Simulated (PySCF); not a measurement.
Frontier orbitals and the lowest excitations

C5H4NPS.
Geometry (GFN2-xTB, Å), atoms numbered from 1 in this order:
```xyz
12
C5H4NPS angstrom
C     -2.0564    0.5558   -0.2571
C     -0.6734    0.0437   -0.0466
C     -0.3390   -1.2200    0.3225
P      1.3609   -1.6313    0.5199
C      1.8722   -0.0363    0.0992
C      3.2060    0.3634    0.0515
N      4.3091    0.6839    0.0143
S      0.6460    1.1333   -0.2864
H     -2.7822   -0.2323   -0.0727
H     -2.2616    1.3884    0.4152
H     -2.1783    0.9146   -1.2786
H     -1.1019   -1.9638    0.4926
```

Theory: TDDFT CAM-B3LYP/def2-SVPD, vertical, gas phase, core orbitals frozen in the response (PySCF 2.14.0, density-fitted response routines).

Frontier orbitals with the atoms that hold most of them (Löwdin shares over 4%, at most four atoms; ? is withheld):

| orbital | ε (eV) | atoms |
| --- | --- | --- |
| HOMO-3 | -10.98 | N7 38%, C6 30%, P4 8%, C3 7% |
| HOMO-2 | -9.96 | P4 60%, S8 12%, C3 10%, C5 10% |
| HOMO-1 | -9.23 | S8 32%, C3 27%, C2 14%, P4 10% |
| HOMO | -8.44 | ? |
| LUMO | -1.54 | ? |
| LUMO+1 | 0.41 | S8 43%, P4 10%, C5 10%, C1 9% |
| LUMO+2 | 0.69 | C3 28%, C2 24%, P4 19%, S8 8% |

Give the leading atoms of the HOMO.

C5 (bonded to C, P and S) 26%; P4 (bonded to 2 C) 22%; C2 (bonded to 2 C and S) 13%; N7 (bonded to C) 12%. By element: carbon 38% or more, phosphorus 22%, nitrogen 12%.

Which atoms hold the LUMO, and with what shares?

P4 (bonded to 2 C) 30%; C5 (bonded to C, P and S) 19%; S8 (bonded to 2 C) 17%; C2 (bonded to 2 C and S) 9%. By element: phosphorus 30%, carbon 28% or more, sulfur 17%.

How does S1 compare with the orbital gap of 6.90 eV?

S1 is at 4.34 eV (f = 0.172), 2.56 eV below the gap, made of HOMO→LUMO (93%). 

One configuration dominates each of S1, S2, S3 and S4. Which, and how do the shares of the two leading atoms of either orbital change from the occupied to the empty one?

- S1 (4.34 eV, f 0.172), HOMO→LUMO (93%): C5 26% → 19%, P4 22% → 30%
- S2 (4.82 eV, f 0.096), HOMO-1→LUMO (87%): S8 32% → 17%, C3 27% → at most 10%, P4 10% → 30%, C5 at most 11% → 19%
- S3 (4.91 eV, f 0.0076), HOMO-2→LUMO (98%): P4 60% → 30%, S8 12% → 17%, C5 10% → 19%
- S4 (5.50 eV, f 0.0001), HOMO→LUMO+1 (79%): C5 26% → 10%, P4 22% → 10%, S8 at most 12% → 43%
